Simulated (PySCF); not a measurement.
Magnetic susceptibility: SMILES C#Cc1nnc(C)cc1F, C$_{7}$H$_{5}$FN$_{2}$

Geometry:
| atom | x (Å) | y (Å) | z (Å) |
| --- | --- | --- | --- |
| C1 | -3.854 | -0.144 | -1.107 |
| C2 | -2.685 | -0.056 | -0.846 |
| C3 | -1.317 | 0.022 | -0.499 |
| N4 | -0.491 | 0.665 | -1.317 |
| N5 | 0.768 | 0.770 | -1.057 |
| C6 | 1.300 | 0.245 | 0.035 |
| C7 | 2.766 | 0.427 | 0.234 |
| C8 | 0.516 | -0.454 | 0.965 |
| C9 | -0.823 | -0.564 | 0.683 |
| F10 | -1.647 | -1.216 | 1.518 |
| H11 | -4.872 | -0.210 | -1.351 |
| H12 | 3.176 | 0.990 | -0.598 |
| H13 | 3.262 | -0.541 | 0.296 |
| H14 | 2.958 | 0.962 | 1.163 |
| H15 | 0.939 | -0.886 | 1.859 |

Method used: GIAO BHandHLYP/pcSseg-1 magnetisability, rotational g tensor and spin-rotation constants, non-relativistic, gas phase (PySCF 2.14.0). Geometry: GFN2-xTB.

Question: What are the magnetisability and the molar susceptibility?

Answer: Isotropic -1253 × 10⁻³⁰ J/T², or -75.5 × 10⁻⁶ cm³/mol; principal values -1877, -970, -912 × 10⁻³⁰ J/T², anisotropy 938 × 10⁻³⁰ J/T² (root of half the summed squared differences of the principal values). The susceptibility is in cgs units.

Question: Split it along the inertial axes a, b, c into diamagnetic and paramagnetic parts about the centre of mass, with the quadrupole moment.

Answer: 
```tsv
axis	χ (10⁻⁶ cm³/mol)	diamagnetic (10⁻⁶ cm³/mol)	paramagnetic (10⁻⁶ cm³/mol)	summed x² of all electrons (Å²)	quadrupole Θ (D Å)
a	-56.1	-483.8	427.7	292.3	+17.96
b	-57.2	-1297.4	1240.2	100.5	-13.94
c	-113.0	-1666.2	1553.2	13.6	-4.03
```
Anisotropies 2χaa − χbb − χcc = +58.0 and 2χbb − χaa − χcc = +54.8 × 10⁻⁶ cm³/mol. Θ is traceless in Buckingham's convention.

Question: And the rotational g tensor?

Answer: 
| axis | rotational constant (GHz) | g | nuclear part | electronic part |
| --- | --- | --- | --- | --- |
| a | 2.9193 | -0.0707 | 0.5159 | -0.5866 |
| b | 0.9978 | -0.0149 | 0.5665 | -0.5814 |
| c | 0.7471 | +0.0064 | 0.5515 | -0.5451 |

Asymmetric top; isotopes 12C, 19F, 1H, 14N; no vibrational averaging.
